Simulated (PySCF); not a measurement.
**Radial density of Ca⁺ (calcium, charge +1)**

UHF, [Ar] 4s1, 2S determinant. All numbers are calculated (PySCF 2.14, the spin-free X2C one-electron Hamiltonian (Gaussian nucleus), in x2c-TZVPall (6s5p3d, 36 functions)).

```csv
r (bohr),4πr²ρ (e/bohr),4πr²(ρα − ρβ)
0.00149,0.1757,0.0001
0.00250,0.4530,0.0002
0.00421,1.148,0.0005
0.00708,2.792,0.0011
0.0119,6.311,0.0025
0.0200,12.57,0.0047
0.0337,20.32,0.0067
0.0567,23.47,0.0046
0.0954,18.50,-0.0018
0.160,19.02,0.0051
0.270,24.55,0.0175
0.454,11.69,0.0000
0.763,6.466,0.0513
1.28,6.407,-0.0003
2.16,1.231,0.1622
3.63,0.3472,0.3288
6.11,0.05354,0.0535
10.3,0.0003670,0.0004
```

Densities and radii are taken from the X2C orbitals without a picture-change correction, which distorts them close to the nucleus.
